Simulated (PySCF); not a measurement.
Isomers of C5H4O3S, one GFN2-xTB conformer each. Single-point energies are computed at PBE0/pcSseg-1 (PySCF, gas phase, no added dispersion term), electronic only.

| SMILES | GFN2-xTB relative energy (kJ/mol) |
| --- | --- |
| O=C(O)c1ccc(S)o1 | 0.0 |
| C#CC#CCS(=O)(=O)O | 340.5 |

Conformers: `[O:1]=[C:2]([OH:3])[c:4]1[cH:5][cH:6][c:7]([SH:8])[o:9]1` with O1–C2–O3–H 0°, O1–C2–C4–C5 0°, C6–C7–S8–H 180°; `[CH:1]#[C:2][C:3]#[C:4][CH2:5][S:6](=[O:7])(=[O:8])[OH:9]` with C4–C5–S6–O7 -57°, C5–S6–O9–H 119°.

What does PBE0/pcSseg-1 give for the same structures?

| SMILES | PBE0/pcSseg-1 E (Eh) | PBE0/pcSseg-1 (kJ/mol) | GFN2-xTB (kJ/mol) | point group |
| --- | --- | --- | --- | --- |
| O=C(O)c1ccc(S)o1 | -816.13737 | 0.0 | 0.0 | Cs |
| C#CC#CCS(=O)(=O)O | -815.93088 | 542.1 | 340.5 | C1 |

Both levels put the same isomer lowest. As drawn, the lower has an aromatic ring, a C=O bond and an S–H bond, which the higher lacks; the higher has a C≡C bond and an S=O bond, which the lower lacks.

Which frontier levels, dipoles and rotational constants go with these structures?

```json
{"SMILES": "O=C(O)c1ccc(S)o1", "HOMO (eV, PBE0/pcSseg-1)": "-6.54", "LUMO (eV)": "-1.35", "dipole (D)": "1.94", "A, B, C (MHz)": "3647, 803.6, 658.5"}
{"SMILES": "C#CC#CCS(=O)(=O)O", "HOMO (eV, PBE0/pcSseg-1)": "-7.72", "LUMO (eV)": "-1.29", "dipole (D)": "3.31", "A, B, C (MHz)": "3969, 668.6, 652.7"}
```
